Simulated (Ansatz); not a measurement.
Computed with Ansatz on PBE0-D4/def2-TZVP structures; ΔE is electronic, products minus reactants. CBS: MP2 limit from def2 TZ/QZ plus the TZ coupled-cluster correction, frozen cores. This one scheme is used for every species. Functionals use def2-TZVPP. B3LYP here is the variant with VWN-RPA as its local correlation; programs differ in this. One conformer a species, not always the lowest.

Consider the cleavage of the Si–B bond: `OCB(F)[SiH2]Cl` + `N[Si](O)(O)F` → `O[Si](O)(F)N[SiH2]Cl` + `OCBF`.

Question: Is it downhill or uphill in electronic energy at CCSD(T)/CBS, and by how much? (Best estimate.)

Answer: The calculation gave: Downhill: ΔE = -97.3 kJ/mol.

Question: What do these levels give: PBE-D4, PBE0-D4, B3LYP-D4, ωB97M-V, B2PLYP, r2SCAN, PBE0, HF/def2-TZVPP, CCSD/def2-TZVPP, MP2/def2-QZVPP, SCS-MP2/def2-QZVPP, CCSD/CBS(def2)? (Estimate.)

Answer: Computed: PBE-D4 -79.9, PBE0-D4 -86.8, B3LYP-D4 -95.3, ωB97M-V -98.0, B2PLYP -97.7, r2SCAN -92.8, PBE0 -85.1, HF/def2-TZVPP -110.2, CCSD/def2-TZVPP -98.0, MP2/def2-QZVPP -105.2, SCS-MP2/def2-QZVPP -105.1, CCSD/CBS(def2) -99.0 kJ/mol.

Largest T1 diagnostic among the species: 0.012.

From PBE to PBE0 (25 % exact exchange), in def2-TZVPP and without D4, ΔE moves by −7.0 kJ/mol. In def2-TZVPP, CCSD(T) changes the Hartree–Fock value by +13.9 kJ/mol (the triples alone add +1.7 kJ/mol) and MP2 by +6.3 kJ/mol.
